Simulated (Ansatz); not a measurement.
Species: SnOH (charge +1, singlet). SMILES: [OH+]=[Sn]
Geometry: optimised at B3LYP-D3(BJ)/def2-TZVP (Ansatz, an electronic-structure program).

Wanted: vertical triplet-singlet gap, E(triplet) - E(singlet), in eV. Conventions: 6-31G* and kin with 6d, 5d where marked; each state is the SCF solution reached for its charge and spin; LANL2DZ with its own core potentials from Na on; def2 sets with scalar-relativistic core potentials past Kr; dispersion terms only where a functional's name holds one; no spin-orbit coupling; open shells spin-unrestricted. Ab initio and DFT rows: single points at B3LYP-D3(BJ) geometries (Ansatz). Levels can end on unlike triplets.

```csv
species,coefficient,"E at B3LYP/6-31G* with LANL2DZ past Ar (Ansatz), Eh","E at PBE/def2-TZVPD (Ansatz), Eh"
"charge 1, triplet",+1,-78.77013,-289.65647
"charge 1, singlet",-1,-78.94621,-289.84205
```

 1 Eh = 27.2114 eV.

Work the quantity out at each level.


- B3LYP/6-31G* with LANL2DZ past Ar: the sum of coefficient times E is 0.17608 Eh, or 4.791 eV. Result: 4.79 eV.
- PBE/def2-TZVPD: the sum of coefficient times E is 0.18558 Eh, or 5.050 eV. Result: 5.05 eV.
